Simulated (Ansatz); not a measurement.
Relaxation of Cl$_{2}$GaH$_{2}$N (6 atoms, charge 0, multiplicity 1), to a largest force component of 0.02 eV/Å in at most 40 steps.

The calculation used RKS PBE/def2-SVP (Ansatz).

```xyz
6
Properties=species:S:1:pos:R:3:forces:R:3
Ga 0.000 0.000 0.000 -0.92 0.00 -0.53
Cl 0.000 0.000 2.240 0.11 -0.08 -1.14
Cl 1.940 0.000 -1.120 -0.93 0.08 0.66
N -1.671 0.000 -0.965 0.76 0.00 0.44
H -2.340 -0.816 -0.866 0.78 1.48 -0.21
H -1.920 0.816 -1.594 0.20 -1.48 0.78
```

Where does it end, and by what steps?

The run converged. The force dipped under the threshold on the way, but the program's further checks kept it going. After 9 steps the energy has fallen by 0.636 eV; H6 moved furthest, 0.83 Å.

```tsv
step	energy less start (eV)	largest force component (eV/Å)	accepted
0	0.0000	1.480	yes
1	-0.3540	0.995	yes
2	-0.5096	0.552	yes
3	-0.6033	0.231	yes
4	-0.6307	0.514	yes
5	-0.6346	0.006	yes
6	-0.6348	0.056	yes
7	-0.6358	0.016	yes
8	-0.6361	0.126	yes
9	-0.6364	0.018	yes
```

```xyz
6
Properties=species:S:1:pos:R:3
Ga -0.043 -0.004 -0.026
Cl -0.010 -0.366 2.095
Cl 1.811 0.348 -1.059
N -1.620 0.128 -0.906
H -2.483 -0.216 -0.481
H -1.648 0.111 -1.928
```

Whether the end is a true minimum wasn't checked by a vibrational analysis.

The run took 34 s on 1 thread of Arm Neoverse V2, with other jobs on the host, peak memory 0.13 GiB.
